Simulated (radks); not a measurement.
Fractional charge and spin in the 5p shell of terbium: the spin-up occupation runs from 2 to 3 and the spin-down occupation from 2 to 3; the fullest corner is Tb, [Kr] 4d10 4f(up 4.5, down 4.5) 5s2 6s2 5p(up 3, down 3). Method: scalar-relativistic Kohn-Sham, LDA (Slater exchange, Perdew-Wang correlation), spin-polarised, spherical densities, point nucleus; computed with a radial shooting solver on a logarithmic mesh with Libxc functionals. Energy (eV) minus the two flat planes that join the four corners (they meet along the diagonal where the two added fractions sum to one electron); zero is where a piecewise linear energy would lie.

down \ up       2    2.25     2.5    2.75       3
2           0.000  -1.111  -1.472  -1.096   0.000
2.25       -1.111  -1.424  -1.003   0.138  -0.992
2.5        -1.472  -1.003   0.184  -0.902  -1.308
2.75       -1.096   0.138  -0.902  -1.263  -0.968
3           0.000  -0.992  -1.308  -0.968   0.000

Corners above the fullest one (they belong to Tb+ and the next ion): (up 3, down 2) 30.005 eV, (up 2, down 3) 30.005 eV, (up 2, down 2) 71.900 eV. With half an added electron in each spin the energy lies 0.184 eV from the planes, and with half an added electron in spin up alone -1.472 eV. The planes are only a guide here: the flat-plane condition holds for ground states with one frontier orbital, while this shell lies below other occupied shells, so the corners above the fullest one are inner-hole states and not the ground states of those ions.
